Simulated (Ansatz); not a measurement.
`[CH3][Ge]([F])([F])[C]#N` + CH₃SH → `CSC#N` + `[CH3][GeH]([F])[F]` at 400 K and 1 bar (substitution at a C–Ge bond).

Isolated molecules relaxed with PBE0-D4/def2-TZVP in Ansatz; ΔE leaves out vibrations. CCSD(T)/CBS is the MP2 limit (def2-TZVPP, def2-QZVPP) plus CCSD(T) − MP2 in def2-TZVPP, frozen cores. This one scheme is used for every species. For Ge outer-core shells are correlated without core-valence functions, which leaves a few kJ/mol of doubt a bond. Scalar relativity is left out up to krypton.

```
                   species  CCSD(T)/CBS energy (Eh)  H − E (kJ/mol)  S (J/(mol·K))
`[CH3][Ge]([F])([F])[C]#N`              -2408.38760           167.1          408.7
                     CH₃SH               -438.22835           138.7          269.4
                   `CSC#N`               -530.35679           146.7          319.7
      `[CH3][GeH]([F])[F]`              -2316.24489           157.3          353.1
```

H − E and S are ideal-gas, rigid-rotor, harmonic terms from PBE0-D4/def2-TZVP. 1 Eh = 2625.50 kJ/mol, R = 8.31446 J/(mol·K).

By hand: ΔE, ΔH, ΔS and ΔG.

ΔE = (-530.35679) + (-2316.24489) − (-2408.38760) − (-438.22835) = 0.01427 Eh = 37.5 kJ/mol. Δ(H − E) = 146.7 + 157.3 − 167.1 − 138.7 = -1.8, so ΔH = 35.7 kJ/mol. ΔS = 319.7 + 353.1 − 408.7 − 269.4 = -5.3 J/(mol·K). ΔG = 35.7 − 400 × (-5.3)/1000 = 37.8 kJ/mol.

By hand: the equilibrium constant, and the temperature at which ΔG would vanish if ΔH and ΔS stayed fixed.

log₁₀ K = −ΔG/(RT ln 10) = -4.9. ΔH and −TΔS have one sign here, so there is no such temperature.

The number of gas molecules stays the same, so ΔS is small and ΔH decides. A doubt of 5 kJ/mol in ΔE shifts log₁₀ K by 0.7 here. These are equilibria of isolated gas molecules and say nothing of rates. Largest T1 diagnostic: 0.013 (customary marks: 0.02 for closed shells, 0.045 for open ones).

ΔS is within the doubt of such terms, so its sign, and with it that verdict, could turn.
